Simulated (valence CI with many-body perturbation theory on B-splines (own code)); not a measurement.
Pb¹⁰⁺: M1 decay

Computed by relativistic CI+MBPT: four valence electrons over a frozen Dirac-Fock core [Xe] 4f14, a basis of 7 s, 7 p, 8 d, 6 f, 4 g, 1 h functions for each j, with the one-electron correlation potential Σ1 (screened to all orders), the two-electron term Σ2, the three-electron term Σ3, Breit, model QED; selected single and double excitations, second order for the rest, scaled by the run's own slope (own B-spline code, finite nucleus).

No measured spectrum was set against this ion. As an estimate, terms of the open shell hold to 2 to 4 % of their energy, and close levels can change places. Excitations out of the core, of the other parity, are not computed and may begin above about 49.7 eV (a cautious bound); beyond it only levels of the ground parity were kept, without lifetimes.

Lines 51 to 100 of 120 in falling wavelength, among levels below 400670 cm⁻¹, chosen from the decays that carry over 1 % of a level's rate. Wavelengths and rates use the calculated energies, so an error of 2000 cm⁻¹ moves a line at 3244 Å by 6.5 % and its rate by three times that or more. Weak lines are less certain than strong ones. Lines between different terms over intervals too small for the method are left out, as are lines whose strength nearly cancels.

Levels are named by their leading jj configuration (3d3/2^4 stands for four electrons in 3d with j = 3/2), which in mixed levels can hold well under half, so a name can repeat and another be missing. Letters in brackets count levels of one name in rising energy.

```
λ vac (Å)                      Upper                      Lower  Type   A (s⁻¹)  Branch %
     3244        (5d3/2 5d5/2^3) J=5      (5d3/2^2 5d5/2^2) J=5    M1  1.34e+02      31.2
     3203  (5d3/2^2 5d5/2^2) J=0 [a]        (5d3/2^3 5d5/2) J=1    M1  1.10e+03     100.0
     3027        (5d3/2 5d5/2^3) J=6      (5d3/2^2 5d5/2^2) J=5    M1  2.36e+02      56.2
     2973      (5d3/2^2 5d5/2^2) J=1        (5d3/2^3 5d5/2) J=2    M1  5.09e+02      91.8
     2958    (5d3/2 5d5/2^3) J=3 [b]  (5d3/2^2 5d5/2^2) J=3 [b]    M1  2.21e+02      31.8
     2941        (5d3/2 5d5/2^3) J=2  (5d3/2^2 5d5/2^2) J=3 [b]    M1  1.40e+02      16.7
     2930    (5d3/2 5d5/2^3) J=3 [c]    (5d3/2 5d5/2^3) J=3 [a]    M1  5.73e+00       1.0
     2921  (5d3/2^2 5d5/2^2) J=4 [c]      (5d3/2^2 5d5/2^2) J=5    M1  2.11e+01       4.9
     2921    (5d3/2 5d5/2^3) J=3 [b]  (5d3/2^2 5d5/2^2) J=2 [b]    M1  1.21e+02      17.4
     2904        (5d3/2 5d5/2^3) J=2  (5d3/2^2 5d5/2^2) J=2 [b]    M1  6.82e+01       8.1
     2884  (5d3/2^2 5d5/2^2) J=4 [b]        (5d3/2^3 5d5/2) J=3    M1  3.58e+01      44.2
     2839  (5d3/2^2 5d5/2^2) J=4 [b]        (5d3/2^3 5d5/2) J=4    M1  3.79e+00       4.7
     2832    (5d3/2 5d5/2^3) J=3 [b]  (5d3/2^2 5d5/2^2) J=4 [b]    M1  8.66e+01      12.5
     2814  (5d3/2^2 5d5/2^2) J=2 [d]      (5d3/2^2 5d5/2^2) J=1    M1  2.30e+01       6.3
     2806    (5d3/2 5d5/2^3) J=3 [c]  (5d3/2^2 5d5/2^2) J=2 [c]    M1  1.27e+02      22.7
     2798  (5d3/2^2 5d5/2^2) J=2 [b]        (5d3/2^3 5d5/2) J=3    M1  2.47e+00       2.4
     2783    (5d3/2 5d5/2^3) J=1 [a]  (5d3/2^2 5d5/2^2) J=2 [a]    M1  3.73e+02      27.8
     2775    (5d3/2 5d5/2^3) J=1 [b]  (5d3/2^2 5d5/2^2) J=2 [c]    M1  1.76e+02      17.7
     2765  (5d3/2^2 5d5/2^2) J=3 [b]        (5d3/2^3 5d5/2) J=3    M1  1.82e+01       6.6
     2758    (5d3/2 5d5/2^3) J=4 [b]    (5d3/2 5d5/2^3) J=3 [a]    M1  1.55e+02      11.6
     2722  (5d3/2^2 5d5/2^2) J=3 [b]        (5d3/2^3 5d5/2) J=4    M1  2.30e+02      83.7
     2648  (5d3/2^2 5d5/2^2) J=2 [a]        (5d3/2^3 5d5/2) J=1    M1  4.03e+02      73.4
     2558  (5d3/2^2 5d5/2^2) J=4 [c]  (5d3/2^2 5d5/2^2) J=3 [a]    M1  1.46e+02      33.7
     2534        (5d3/2 5d5/2^3) J=0      (5d3/2^2 5d5/2^2) J=1    M1  7.45e+02      87.1
     2529        (5d3/2 5d5/2^3) J=5  (5d3/2^2 5d5/2^2) J=4 [a]    M1  5.38e+01      12.5
     2486    (5d3/2 5d5/2^3) J=3 [c]    (5d3/2 5d5/2^3) J=4 [a]    M1  8.88e+01      15.8
     2411  (5d3/2^2 5d5/2^2) J=2 [b]        (5d3/2^3 5d5/2) J=2    M1  2.77e+01      27.4
     2387  (5d3/2^2 5d5/2^2) J=3 [b]        (5d3/2^3 5d5/2) J=2    M1  1.61e+01       5.9
     2370  (5d3/2^2 5d5/2^2) J=2 [d]  (5d3/2^2 5d5/2^2) J=2 [a]    M1  6.91e+00       1.9
     2366        (5d3/2 5d5/2^3) J=2      (5d3/2^2 5d5/2^2) J=1    M1  1.78e+02      21.2
     2360    (5d3/2 5d5/2^3) J=4 [b]    (5d3/2 5d5/2^3) J=4 [a]    M1  6.40e+02      47.8
     2354    (5d3/2 5d5/2^3) J=1 [a]  (5d3/2^2 5d5/2^2) J=0 [a]    M1  5.04e+02      37.6
     2351  (5d3/2^2 5d5/2^2) J=2 [d]  (5d3/2^2 5d5/2^2) J=3 [a]    M1  2.62e+01       7.2
     2328  (5d3/2^2 5d5/2^2) J=4 [c]  (5d3/2^2 5d5/2^2) J=4 [a]    M1  1.93e+02      44.5
     2221    (5d3/2 5d5/2^3) J=4 [a]        (5d3/2^3 5d5/2) J=3    M1  1.40e+02      20.3
     2194    (5d3/2 5d5/2^3) J=4 [a]        (5d3/2^3 5d5/2) J=4    M1  8.01e+00       1.2
     2052    (5d3/2 5d5/2^3) J=3 [b]  (5d3/2^2 5d5/2^2) J=2 [a]    M1  1.13e+01       1.6
     2038    (5d3/2 5d5/2^3) J=3 [b]  (5d3/2^2 5d5/2^2) J=3 [a]    M1  9.18e+01      13.2
     2030        (5d3/2 5d5/2^3) J=2  (5d3/2^2 5d5/2^2) J=3 [a]    M1  2.75e+02      32.8
     2015  (5d3/2^2 5d5/2^2) J=2 [c]        (5d3/2^3 5d5/2) J=3    M1  6.53e+02      77.8
     2003    (5d3/2 5d5/2^3) J=1 [b]  (5d3/2^2 5d5/2^2) J=2 [b]    M1  2.71e+01       2.7
     1977    (5d3/2 5d5/2^3) J=3 [c]  (5d3/2^2 5d5/2^2) J=4 [b]    M1  1.65e+01       2.9
     1956    (5d3/2 5d5/2^3) J=3 [a]        (5d3/2^3 5d5/2) J=3    M1  6.71e+01       6.8
     1952    (5d3/2 5d5/2^3) J=4 [b]  (5d3/2^2 5d5/2^2) J=3 [b]    M1  1.07e+02       8.0
     1913  (5d3/2^2 5d5/2^2) J=2 [b]        (5d3/2^3 5d5/2) J=1    M1  4.33e+01      42.9
     1889    (5d3/2 5d5/2^3) J=3 [b]  (5d3/2^2 5d5/2^2) J=4 [a]    M1  1.14e+02      16.4
     1807  (5d3/2^2 5d5/2^2) J=2 [c]        (5d3/2^3 5d5/2) J=2    M1  8.75e+01      10.4
     1759    (5d3/2 5d5/2^3) J=3 [a]        (5d3/2^3 5d5/2) J=2    M1  1.40e+02      14.2
     1750        (5d3/2 5d5/2^3) J=5        (5d3/2^3 5d5/2) J=4    M1  9.18e+00       2.1
     1731    (5d3/2 5d5/2^3) J=1 [b]      (5d3/2^2 5d5/2^2) J=1    M1  9.31e+01       9.3
```
